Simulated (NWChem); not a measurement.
**Lowest excitation of H$_{3}$BS**

SMILES: BS
```xyz
5

B      0.7964     0.9179     0.0000
H      0.3680     2.0438     0.0000
H      1.9745     0.6698     0.0000
S     -0.4203    -0.3663     0.0000
H      0.3998    -1.4414     0.0000
```
Charge 0, spin multiplicity 1.

All runs are NWChem calculations. The geometry was optimised at PBE0/def2-SVP, a minimum by its harmonic frequencies. It is one conformer; others weren't searched.

Basis set: def2-SVPD. The methods don't all put a state of the same symmetry lowest.

| method | lowest vertical singlet excitation energy (eV) | relative cost | difference from EOM-CCSD |
|---|---|---|---|
| TDA-CAM-B3LYP | 6.24 | under 3 | -0.19 |
| EOM-CCSD | 6.43 | under 3 | 0.00 |
| TD-B3LYP | 6.10 | under 3 | -0.33 |
| CIS | 7.17 | 1 | +0.74 |
| TD-PBE | 5.77 | under 3 | -0.65 |

The values span 1.40 eV, from TD-PBE (lowest) to CIS (highest). Costs are rough ratios of processor time within this set of runs, SCF included, with CIS as 1.

The correlated methods keep 6 core orbitals frozen. B3LYP has NWChem's definition, with VWN1-RPA local correlation. GW and range-separated runs recompute their integrals, the others keep them in memory, which bears on the times. The structure started from a generated list of species. Coupled-cluster values serve here as a point of comparison, not as the truth.
